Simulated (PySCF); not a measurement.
A side-by-side comparison of computed properties.

First species: C3ClF3O.
Structure used (GFN2-xTB), in Å, numbered top down from 1:
```xyz
8
C3ClF3O angstrom
O     -0.9026   -0.9938    1.4848
C     -0.0667   -0.1846    1.2424
Cl     0.8824    0.5830    2.4897
C      0.3033    0.2957   -0.1027
F      1.2703    1.2146   -0.2004
C     -0.2791   -0.1416   -1.2306
F     -1.2327   -1.0351   -1.2711
F      0.0342    0.2713   -2.4367
```

Second species: C6H4NP.
SMILES: `N#Cc1ccccp1`

Levels: PBE0/def2-SVPD for dipole moment, HOMO energy, LUMO energy, HOMO–LUMO gap, static isotropic polarisability and electronic spatial extent ⟨r²⟩ about the centre of nuclear charge; TDDFT PBE0/def2-SVPD for lowest singlet excitation; TDA PBE0/def2-SVPD for lowest triplet excitation (Tamm–Dancoff); GFN2-xTB for rotational constant A and rotational constant C. Geometries: GFN2-xTB. All species are isolated and taken at one optimised geometry, non-relativistic unless stated. Electronic properties by PySCF.

The conformers computed, where there is a choice (atom-mapped SMILES and torsion angles):
- `[O:1]=[C:2]([Cl:3])[C:4]([F:5])=[C:6]([F:7])[F:8]`: O1–C2–C4–F5 180°

Values for the first species:

* Dipole moment: 1.53 D
* HOMO energy: -8.66 eV
* LUMO energy: -2.64 eV
* HOMO–LUMO gap: 6.02 eV
* Lowest singlet excitation: 4.59 eV
* Lowest triplet excitation (Tamm–Dancoff): 3.42 eV
* Static isotropic polarisability: 58.6 au
* Electronic spatial extent ⟨r²⟩ about the centre of nuclear charge: 1150 bohr²
* Rotational constant A: 3.289 GHz
* Rotational constant C: 0.839 GHz

(1) Estimate the same properties for the second species, and the change in each.

Answers

(1) 
```json
{"property": "dipole moment", "first": "1.53 D", "second": "5.44 D", "second less first": "+3.91 D"}
{"property": "HOMO energy", "first": "-8.66 eV", "second": "-7.76 eV", "second less first": "+0.90 eV"}
{"property": "LUMO energy", "first": "-2.64 eV", "second": "-2.46 eV", "second less first": "+0.18 eV"}
{"property": "HOMO–LUMO gap", "first": "6.02 eV", "second": "5.30 eV", "second less first": "-0.72 eV"}
{"property": "lowest singlet excitation", "first": "4.59 eV", "second": "4.59 eV", "second less first": "0.00 eV"}
{"property": "lowest triplet excitation (Tamm–Dancoff)", "first": "3.42 eV", "second": "3.02 eV", "second less first": "-0.40 eV"}
{"property": "static isotropic polarisability", "first": "58.6 au", "second": "96.8 au", "second less first": "+38.2 au"}
{"property": "electronic spatial extent ⟨r²⟩ about the centre of nuclear charge", "first": "1150 bohr²", "second": "1044 bohr²", "second less first": "-106 bohr²"}
{"property": "rotational constant A", "first": "3.289 GHz", "second": "3.631 GHz", "second less first": "+0.342 GHz"}
{"property": "rotational constant C", "first": "0.839 GHz", "second": "1.048 GHz", "second less first": "+0.209 GHz"}
```

On the first: The polarisability is 8.69 Å³ as a volume (1 au = 0.148185 Å³), or 0.84 au for each of the 70 electrons. In wavenumbers S1 is 37000 cm⁻¹ (1 eV = 8065.54 cm⁻¹).

On the second: The vertical singlet–triplet gap S1 − T1 is 1.57 eV (TDDFT singlet less Tamm–Dancoff triplet; S1: HOMO−1→LUMO, weight 0.48, beside HOMO→LUMO+1, weight 0.44; T1: HOMO→LUMO, weight 0.90).
